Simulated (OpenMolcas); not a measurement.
**Ti2+: ligand-field states by method**

Ti2+ with its 6 nearest oxide ions at 2.193 Å, on the Mg site of MgO (a = 4.2112 Å, distance in the model lattice 2.106 Å). The rest of the host is ab initio model potentials to 7.6 Å, with orthogonalisation functions on the cations behind the ligands, and point charges beyond; the distance is set by hand and nothing relaxes. Ligand basis ANO-RCC-VDZP.
```
Ti    0.0000    0.0000    0.0000
O     2.1930    0.0000    0.0000
O     0.0000    2.1930    0.0000
O    -2.1930    0.0000    0.0000
O     0.0000   -2.1930    0.0000
O     0.0000    0.0000    2.1930
O     0.0000    0.0000   -2.1930
```

```json
{
  "Program": "OpenMolcas 26.06",
  "Basis": "ANO-RCC-VDZP [5s4p2d1f]",
  "Scalar Hamiltonian": "DKH2, point nucleus",
  "Active space": "2 electrons in 5 orbitals (3d)",
  "State averaging": "2S+1 = 3 even, 10 roots; 2S+1 = 1 even, 15 roots",
  "Spin-orbit coupling": "RASSI with atomic mean-field integrals over the reference wave functions"
}
```

I. CASSCF
II. SS-CASPT2, IPEA 0.25 Eh, imaginary shift 0.1 Eh (closed shells correlated: 3s 3p and the ligand valence shells)

Spin-free states (labels of O, the rotations of Oh) in cm-1, each column counted from its own energy of the first state listed:

| State | Degeneracy | I | II |
| --- | --- | --- | --- |
| 3T1 | 3 | 0 | 0 |
| 1T2 | 3 | 10981 | 8540 |
| 1E | 2 | 11093 | 8910 |
| 3T2 | 3 | 15964 | 17440 |
| 1A1 | 1 | 23481 | 18730 |
| 3T1 | 3 | 26735 | 25640 |
| 1T2 | 3 | 28873 | 27560 |
| 1T1 | 3 | 31644 | 30250 |
| 3A2 | 1 | 34076 | 36400 |
| 1E | 2 | 47779 | 47130 |
| 1A1 | 1 | 64072 | 59190 |

From I to II, I's first state of the same spin (3T2) moves from 15964 to 17440 cm-1, by about +1500 cm-1.

From I to II, I's first state of another spin (1T2) moves from 10981 to 8540 cm-1, by about -2400 cm-1.

I: A least-squares ligand-field fit to the states below 45000 cm-1, each weighted by its degeneracy and with a free common offset, gives 10Dq = 17781 cm-1, B = 808 cm-1 and C = 2863 cm-1 (C/B = 3.54), with an rms deviation of 114 cm-1. The same method and metal basis give the free ion B = 884 cm-1 (fit to its terms below 60000 cm-1, rms deviation 77 cm-1), so the nephelauxetic ratio is β = 808 / 884 = 0.91; it hangs on how both fits weigh the states, and computed free-ion B values tend to be too large, so β mixes covalency with correlation.

II: A least-squares ligand-field fit to the states below 45000 cm-1, each weighted by its degeneracy and with a free common offset, gives 10Dq = 19034 cm-1, B = 636 cm-1 and C = 2312 cm-1 (C/B = 3.64), with an rms deviation of 244 cm-1. The same method and metal basis give the free ion B = 805 cm-1 (fit to its terms below 60000 cm-1, rms deviation 737 cm-1), so the nephelauxetic ratio is β = 636 / 805 = 0.79; it hangs on how both fits weigh the states, and computed free-ion B values tend to be too large, so β mixes covalency with correlation.

From I to II, 10Dq changes by +7 %, B by -21 % and C by -19 %.

χT at 300 K: I 1.09, II 1.09 cm3 K/mol.

Roots that are degenerate in the reference are averaged as groups; the widest CASPT2 spread within a group is 63 cm-1 (the 3-fold group of multiplicity 3 near 17400 cm-1 above the lowest state of its run, II). Shifts and gaps below about the spread of the groups concerned are not significant. Over all roots computed the reference weight is 0.71 to 0.72 in II; a low but even weight reflects the number of correlated electrons. An orbital triplet at a regular site is open to Jahn-Teller coupling, which can distort the site and quench the lowest spin-orbit gaps and is left out. Ligand-to-metal charge-transfer states are missing. With no ligand orbital active B as a rule stays too high, so bands that hang on it stand too high and its fall with covalency is understated. Without dynamic correlation the repulsion within the d shell is too large (B by tens of per cent), so at a given field states of lower spin stand too high (holds for I). With metal d orbitals alone and no dynamic correlation 10Dq can be off by a tenth to a fifth, either way, in oxide and fluoride hosts (holds for I). With one d shell and no ligand orbital active, 10Dq can be off by tens of per cent for divalent 3d ions, low with halides held by bare charges and at times high in hosts (holds for II). No measured value stands beside these numbers; the geometry was set by hand and not optimised.
